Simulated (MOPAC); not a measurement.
Job for MOPAC: PM3 on CH5BBrN (SMILES CB(N)Br), a point of a torsion scan.

```
PM3 1SCF PRECISE CHARGE=0 THREADS=1
CH5BBrN

C     -1.14179120 1     0.12011030 1    -0.34024572 1
B      0.17833947 1    -0.11896450 1     0.49541084 1
N      0.31234191 1     0.28248669 1     1.81074191 1
Br     1.67666428 1    -0.97952536 1    -0.30707033 1
H     -1.38282982 1    -0.73053128 1    -0.97636885 1
H     -1.01741117 1     0.97215875 1    -1.01053116 1
H     -2.00779949 1     0.32913319 1     0.28438326 1
H      1.15134259 1     0.14827000 1     2.35282954 1
H     -0.41618449 1     0.74344481 1     2.32883237 1
```

The log:

```
*******************************************************************************
 **                                                                           **
 **                              MOPAC v23.2.5                                **
 **                                                                           **
 *******************************************************************************
 ** MOPAC's Digital Object Identifier: https://doi.org/10.5281/zenodo.6511958 **
 **                                                                           **
 ** Please cite the open-source release paper for use of this MOPAC version:  **
 ** J. E. Moussa and J. J. P. Stewart (2026)                                  **
 ** MOPAC: An open-source semiempirical molecular orbital program             **
 ** J. Open Source Softw., 11(119), 8025, https://doi.org/10.21105/joss.08025 **
 *******************************************************************************

                              PM3 CALCULATION RESULTS

 *******************************************************************************
 *  PM3        - The PM3 Hamiltonian to be used
 *
 *
 *
 *                 CHARGE ON SYSTEM = 0
 *
 *
 *
 *  PRECISE    - TIGHTER CRITERIA TO BE USED
 *  1SCF       - DO 1 SCF AND THEN STOP
 *  THREADS=1  - MULTI-THREADING NOT USED
 *  T=         - A TIME OF 172800.0 SECONDS REQUESTED
 *  DUMP=N     - RESTART FILE WRITTEN EVERY 7200.0 SECONDS REQUESTED
 *******************************************************************************
PM3 1SCF PRECISE CHARGE=0 THREADS=1
 CH5BBrN

   ATOM   CHEMICAL          X               Y               Z
  NUMBER   SYMBOL      (ANGSTROMS)     (ANGSTROMS)     (ANGSTROMS)

     1       C         -1.14179120  *   0.12011030  *  -0.34024572  *
     2       B          0.17833947  *  -0.11896450  *   0.49541084  *
     3       N          0.31234191  *   0.28248669  *   1.81074191  *
     4      Br          1.67666428  *  -0.97952536  *  -0.30707033  *
     5       H         -1.38282982  *  -0.73053128  *  -0.97636885  *
     6       H         -1.01741117  *   0.97215875  *  -1.01053116  *
     7       H         -2.00779949  *   0.32913319  *   0.28438326  *
     8       H          1.15134259  *   0.14827000  *   2.35282954  *
     9       H         -0.41618449  *   0.74344481  *   2.32883237  *



          CARTESIAN COORDINATES

    NO.       ATOM           X           Y           Z

     1         C         -1.1418      0.1201     -0.3402
     2         B          0.1783     -0.1190      0.4954
     3         N          0.3123      0.2825      1.8107
     4        Br          1.6767     -0.9795     -0.3071
     5         H         -1.3828     -0.7305     -0.9764
     6         H         -1.0174      0.9722     -1.0105
     7         H         -2.0078      0.3291      0.2844
     8         H          1.1513      0.1483      2.3528
     9         H         -0.4162      0.7434      2.3288

  H: (PM3): J. J. P. STEWART, J. COMP. CHEM. 10, 209 (1989).
  B: (PM3): J. J. P. STEWART, J. MOL. MOD., 10, 155-164 (2004)
  C: (PM3): J. J. P. STEWART, J. COMP. CHEM. 10, 209 (1989).
  N: (PM3): J. J. P. STEWART, J. COMP. CHEM. 10, 209 (1989).
 Br: (PM3): J. J. P. STEWART, J. COMP. CHEM. 10, 209 (1989).

           Empirical Formula: C H5 N B Br  =     9 atoms



      MOLECULAR POINT GROUP   :   C1


      RHF CALCULATION, NO. OF DOUBLY OCCUPIED LEVELS = 12


 -------------------------------------------------------------------------------
 PM3 1SCF PRECISE CHARGE=0 THREADS=1
 CH5BBrN



     1SCF WAS SPECIFIED, SO BFGS WAS NOT USED
     SCF FIELD WAS ACHIEVED


                              PM3 CALCULATION
                                                       MOPAC v23.2.5 Linux




          FINAL HEAT OF FORMATION =        -51.09136 KCAL/MOL =    -213.76627 KJ/MOL


          COSMO AREA              =        115.38 SQUARE ANGSTROMS
          COSMO VOLUME            =        101.45 CUBIC ANGSTROMS

          IONIZATION POTENTIAL    =         10.790752 EV
          HOMO LUMO ENERGIES (EV) =        -10.791  1.142
          NO. OF FILLED LEVELS    =         12
          MOLECULAR WEIGHT        =        121.7712         POINT GROUP:  C1

          MOLECULAR DIMENSIONS (Angstroms)

            Atom       Atom       Distance
            H     8    H     5     4.27526
            H     7   Br     4     3.67728
            H     6    H     5     1.59425


          SCF CALCULATIONS        =          1





   ATOM   CHEMICAL          X               Y               Z
  NUMBER   SYMBOL      (ANGSTROMS)     (ANGSTROMS)     (ANGSTROMS)

     1       C         -1.14179120  *   0.12011030  *  -0.34024572  *
     2       B          0.17833947  *  -0.11896450  *   0.49541084  *
     3       N          0.31234191  *   0.28248669  *   1.81074191  *
     4      Br          1.67666428  *  -0.97952536  *  -0.30707033  *
     5       H         -1.38282982  *  -0.73053128  *  -0.97636885  *
     6       H         -1.01741117  *   0.97215875  *  -1.01053116  *
     7       H         -2.00779949  *   0.32913319  *   0.28438326  *
     8       H          1.15134259  *   0.14827000  *   2.35282954  *
     9       H         -0.41618449  *   0.74344481  *   2.32883237  *

                             CARTESIAN COORDINATES

   1    C       -1.141791200     0.120110300    -0.340245720
   2    B        0.178339470    -0.118964500     0.495410840
   3    N        0.312341910     0.282486690     1.810741910
   4   Br        1.676664280    -0.979525360    -0.307070330
   5    H       -1.382829820    -0.730531280    -0.976368850
   6    H       -1.017411170     0.972158750    -1.010531160
   7    H       -2.007799490     0.329133190     0.284383260
   8    H        1.151342590     0.148270000     2.352829540
   9    H       -0.416184490     0.743444810     2.328832370


           Empirical Formula: C H5 N B Br  =     9 atoms



      MOLECULAR POINT GROUP   :   C1


                  EIGENVALUES
 -32.36555 -28.91711 -20.66106 -18.51618 -17.17440 -15.15648 -14.46342 -13.10154
 -12.33772 -12.02457 -11.22278 -10.79075   1.14164   1.21056   1.88711   3.34085
   4.48090   4.55868   4.67137   4.83641   5.27701


              NET ATOMIC CHARGES AND DIPOLE CONTRIBUTIONS

  ATOM NO.   TYPE          CHARGE      No. of ELECS.   s-Pop       p-Pop
    1          C          -0.113589        4.1136     1.10210     3.01149
    2          B          -0.308869        3.3089     1.04026     2.26861
    3          N           0.348572        4.6514     1.20205     3.44937
    4         Br          -0.173248        7.1732     1.84765     5.32560
    5          H           0.073667        0.9263     0.92633
    6          H           0.069310        0.9307     0.93069
    7          H           0.048631        0.9514     0.95137
    8          H           0.029327        0.9707     0.97067
    9          H           0.026199        0.9738     0.97380
 DIPOLE           X         Y         Z       TOTAL
 POINT-CHG.    -1.701     1.655     2.747     3.630
 HYBRID         0.089     0.161     0.476     0.511
 SUM           -1.612     1.816     3.223     4.036


          ATOMIC ORBITAL ELECTRON POPULATIONS

     Atom    s        px        py        pz
    1  C   1.10210   0.97123   1.02628   1.01398
    2  B   1.04026   0.80048   0.65542   0.81272
    3  N   1.20205   1.02533   1.36127   1.06278
    4 Br   1.84765   1.60490   1.83928   1.88142
    5  H   0.92633
    6  H   0.93069
    7  H   0.95137
    8  H   0.97067
    9  H   0.97380

 **********************
 *                    *
 * JOB ENDED NORMALLY *
 *                    *
 **********************




 == MOPAC DONE ==
```

The run finished.

Cost: very roughly 0.020 core-seconds.
